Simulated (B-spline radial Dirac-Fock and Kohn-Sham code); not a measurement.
**Energy-loss ionisation edge M5 (3d5/2) of Pt**

System: the Pt atom, configuration [Xe] 4f14 5d9 6s1. These are calculated numbers from a radial finite-basis atomic code; the model is the first Born approximation with generalised oscillator strengths from a Dirac-Hartree-Slater potential (longitudinal and transverse terms; continuum final states only, so no white lines or fine structure). The edge is taken at 2122.0 eV (tabulated value).

Partial cross sections σ(β, Δ) in barn, integrated over a window Δ above the edge and up to the collection semi-angle β, for parallel illumination:

```
E₀ (kV)  β (mrad)  Δ = 25 eV  Δ = 50 eV  Δ = 100 eV  Δ = 200 eV  Δ = 300 eV
     60         5      0.729       3.84        11.7        25.8        37.0
     60        20       8.19       43.0         132         294         426
     60        50       22.6        116         357         806        1190
     80         5          ?          ?           ?           ?           ?
     80        10       3.42       18.1        55.2         122         177
     80       100       32.2        157         477        1090        1620
    100        50       21.5        110         339         770        1140
    120         5       1.47       7.81        23.9        52.8        76.0
    120        10       4.63       24.5        75.3         168         243
    200         5       2.45       13.0        39.9        88.5         128
    200        10       6.27       33.4         103         231         337
    200       100       23.1        110         333         760        1130
    300         5       3.61       19.2        59.2         132         192
    300        20       12.2       64.2         199         452         667
```

Q: Give the row for 80 kV and 5 mrad.

A: 0.980 b for 25 eV, 5.18 b for 50 eV, 15.8 b for 100 eV, 34.8 b for 200 eV, 50.1 b for 300 eV.
